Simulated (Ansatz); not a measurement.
PBE exchange is replaced step by step with exact exchange (0 % is PBE, 25 % PBE0; no dispersion term), basis def2-TZVP, Ansatz. System: the cluster Pb3. The state is a singlet with charge 0. Geometry: PBE-D4/def2-SVP.

Geometry of the singlet:

Cartesian coordinates in Å:
```
Pb 1.668 0.573 0.857
Pb 0.244 -0.897 -1.148
Pb -1.912 0.324 0.290
```

In the def2 sets Pb takes a core potential; there is no spin–orbit coupling. The restricted singlet is unstable towards broken spin symmetry at other levels; at PBE with 5 % exact exchange/def2-TZVP, PBE with 10 % exact exchange/def2-TZVP, PBE with 15 % exact exchange/def2-TZVP, PBE with 35 % exact exchange/def2-TZVP and others this wasn't settled. At PBE0-D4/def2-TZVP the restricted singlet is unstable: a solution with broken spin symmetry lies lower. The geometry of the singlet was relaxed on an unsound state (restricted singlet, unstable towards broken spin symmetry at other levels and untested here). At PBE0-D4/def2-TZVP a triplet of charge 0 lies 0.29 eV below the restricted singlet, each at its own geometry. The structure comes from a short search, and lower isomers may exist.

```csv
exact exchange (%),HOMO (eV),LUMO (eV),gap (eV)
0,-4.47,-3.76,0.70
5,-4.58,-3.66,0.92
15,-4.80,-3.45,1.36
25,-5.03,-3.23,1.80
35,-5.26,-3.01,2.24
50,-5.60,-2.68,2.92
```

Task: Estimate the row for 10 %.

Result: 
```csv
exact exchange (%),HOMO (eV),LUMO (eV),gap (eV)
10,-4.69,-3.55,1.14
```
